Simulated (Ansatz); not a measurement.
Consider the isomerisation: `F[SiH2]C[TeH]` → `FC([SiH3])[TeH]`.

Program: Ansatz. Geometries: PBE0-D4/def2-TZVP. ΔE: electronic, gas phase. CBS: MP2 limit from def2 TZ/QZ plus the TZ coupled-cluster correction, frozen cores. DFT in def2-TZVPP. Elements past krypton have def2 core potentials. For Te outer-core shells are correlated without core-valence functions, which leaves a few kJ/mol of doubt a bond. One conformer a species, not always the lowest.

CCSD(T)/CBS gives +60.5 kcal/mol.

Q: Another level gave +57.0 kcal/mol. Which?
A. PBE0-D4/def2-TZVPP
B. PBE/def2-TZVPP
C. CCSD(T)/def2-TZVPP
D. HF/def2-TZVPP

A: A. PBE0-D4 57.0, HF/def2-TZVPP 62.2, CCSD(T)/def2-TZVPP 59.8, PBE 53.9 kcal/mol.

Largest T1 diagnostic among the species: 0.012.

From PBE to PBE0 (25 % exact exchange), in def2-TZVPP and without D4, ΔE moves by +3.1 kcal/mol.
